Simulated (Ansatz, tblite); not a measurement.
Isomers of Al₄Au⁺ (singlet), found by a short tight-binding search and relaxed with PBE-D4/def2-SVP in Ansatz.

In the def2 sets Au takes a core potential; there is no spin–orbit coupling. The xTB rows come from tblite.

Run but left out: HF/def2-TZVP, HF/def2-TZVPP, MP2/def2-TZVP, MP2/def2-TZVPP, CCSD/def2-TZVPP, CCSD(T)/def2-TZVPP (A: restricted singlet, unstable towards broken spin symmetry); BHLYP-D4/def2-TZVP (A: restricted singlet, unstable in another Hartree–Fock run and untested here).

A: The restricted singlet is unstable towards broken spin symmetry in Hartree–Fock (as tested in another run); at LDA (SPW92)/def2-TZVP, PBE-D4/def2-SVP, PBE-D4/def2-TZVP, r2SCAN-D4/def2-TZVP and others this wasn't settled. B: The restricted singlet is unstable towards broken spin symmetry in Hartree–Fock (as tested in another run); at LDA (SPW92)/def2-TZVP, PBE-D4/def2-SVP, PBE-D4/def2-TZVP, r2SCAN-D4/def2-TZVP and others this wasn't settled. C: The restricted singlet is unstable towards broken spin symmetry in Hartree–Fock (as tested in another run); at LDA (SPW92)/def2-TZVP, PBE-D4/def2-SVP, PBE-D4/def2-TZVP, r2SCAN-D4/def2-TZVP and others this wasn't settled.

Other spin states weren't relaxed.

A:

```csv
atom,x (Å),y (Å),z (Å)
Au1,0.326,0.076,1.459
Al2,0.551,-1.912,-0.412
Al3,-2.001,-0.468,0.095
Al4,1.840,0.430,-0.812
Al5,-0.715,1.873,-0.330
```

B:

```xyz
5

Au    0.9353   -0.9532    1.6611
Al    1.1339    1.1261    0.1044
Al   -1.0331    1.0550   -1.8378
Al   -1.3186    0.1124    0.9039
Al    0.2825   -1.3404   -0.8316
```

C:

Cartesian coordinates in Å:
```
Au 1.036 -0.628 0.630
Al -1.294 0.036 -0.875
Al 1.020 1.683 -0.623
Al -0.389 -2.534 -0.559
Al -0.373 1.443 1.428
```

Problem. Estimate which lies lowest at each level, and how far above it the others are (kJ/mol).

Solution. 
```csv
level,A,B,C
GFN1-xTB,15.5,73.1,0.0
GFN2-xTB,23.3,0.0,21.1
LDA (SPW92)/def2-TZVP,22.4,54.0,0.0
PBE-D4/def2-SVP,1.6,50.0,0.0
PBE-D4/def2-TZVP,8.7,48.9,0.0
r2SCAN-D4/def2-TZVP,24.2,56.1,0.0
B97M-V/def2-TZVP,20.9,51.8,0.0
PBE0-D4/def2-SVP,5.6,56.9,0.0
PBE0-D4/def2-TZVP,13.6,53.2,0.0
```
Point groups (tolerance 0.1 Å): A not assigned, B C3v, C Cs. Lower isomers may exist. From def2-SVP to def2-TZVP the PBE0 values move by up to 8.1 kJ/mol, so results in the small set are rough.
